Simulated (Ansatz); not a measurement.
Molecule: N-dichloroboranylpropan-2-amine, C$_{3}$H$_{8}$BCl$_{2}$N, charge 0, multiplicity 1. 
Coordinates optimised at B3LYP-D3(BJ)/def2-TZVP (Ansatz, a program for electronic structure):
```
C
H 1 1.0924
N 1 1.4766 2 104.97
H 3 1.0079 1 113.49 2 0.00
B 3 1.3844 4 115.15 1 -180.00
C 1 1.5274 2 107.60 3 119.32
H 6 1.0893 1 111.10 2 178.92
H 6 1.0906 7 108.37 1 -121.84
H 6 1.0914 7 108.19 8 -117.33
C 1 1.5274 2 107.60 3 -119.32
H 10 1.0893 1 111.10 2 -178.92
H 10 1.0906 11 108.37 1 121.84
H 10 1.0914 11 108.19 12 117.33
Cl 5 1.7731 3 123.60 4 -180.00
Cl 5 1.7807 3 118.73 4 0.00
```
Charge 0, spin multiplicity 1.

Computed values are from Ansatz. Cores are frozen in the correlated levels unless marked. UHF or UKS for open shells. Spin-orbit coupling is left out. Non-relativistic. CBS marks a two-point X^-3 extrapolation of the correlation energy; Hartree-Fock from the larger set.

```
Item                                                                    Result
---------------------  -------------------------------------------------------
atomisation energy De  1403.0 kcal/mol at CCSD(T)/CBS(cc-pV(T+d)Z,cc-pV(Q+d)Z)
total energy             -1118.1503 Eh at CCSD(T)/CBS(cc-pV(T+d)Z,cc-pV(Q+d)Z)
dipole moment                                3.26 D at CCSD(T)/aug-cc-pV(D+d)Z
T1 diagnostic                                        0.010 at CCSD/cc-pV(Q+d)Z
```
